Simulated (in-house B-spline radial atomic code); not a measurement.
Ionisation energies along the 60-electron series, configuration 1s2 2s2 2p6 3s2 3p6 3d10 4s2 4p6 4d10 4f5/2(6) 5s2 5p6, as differences of self-consistent energies. Dirac energy differences include first-order Breit, QED and recoil terms. NIST's values go from ground level to ground level; the uncertainty of those that are theory runs from under 0.1 % in few-electron ions to several per cent in heavy many-electron ones. Computed with a radial B-spline atomic code at the basis-set limit: Dirac-Hartree-Fock, jj configuration that fills j = l - 1/2 first, finite nuclei.

A number in brackets counts the electrons of a j subshell.

```tsv
ion	configuration after	ionisation energy (eV)	IE/(q+1)² (eV)	-ε less Coulomb ΔSCF (eV)	Breit and QED recoil part (eV)	tabulated value (eV)	tabulated kind	computed minus tabulated (eV)
Sm2+	[Xe] 4f5/2(5)	20.86	2.3175	4.6587	0.10182	23.55	semi-empirical	-2.69
Eu3+	[Xe] 4f5/2(5)	40.54	2.5336	4.602	0.12039	42.94	semi-empirical	-2.40
Gd4+	[Kr] 4d10 4f5/2(6) 5s2 5p1/2(2) 5p3/2(3)	71.17	2.8468	-	-0.042115	-	-	-
```
